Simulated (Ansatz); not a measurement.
A series at B: from `BrB(Br)Br`, ligands are replaced one by one, each step taking up H–F and setting free HBr; n counts the steps. Ansatz, PBE0-D4/def2-TZVP geometries.

```tsv
n	molecule	HOMO energy, ωB97M-V/def2-TZVPP (eV)
0	`BrB(Br)Br`	-10.50
1	`FB(Br)Br`	?
2	`FB(F)Br`	-11.34
3	`FB(F)F`	-14.75
```

By hand: fit a straight line y = ȳ + b (n − n̄) to the 3 given rows and predict n = 1.

n̄ = 1.667, ȳ = -12.197; Σ(n − n̄)(y − ȳ) = -5.947, Σ(n − n̄)² = 4.667, so b = -1.274 eV a step. Prediction: -12.197 + (-1.274) × (-0.667) = -11.35 eV.

By hand: compare with the computed value, -10.83 eV, and give the steps along the whole series.

The line misses by 0.52 eV (computed minus predicted). Steps: -0.33, -0.51, -3.41 eV.

One step carries most of the change, so a line is a poor guide. The highest orbital can change its character along such a series. The miss is 12.2 % of the series' range.

Spin–orbit coupling is left out; it splits and shifts lone-pair levels of the heavy atoms by tenths of an eV.
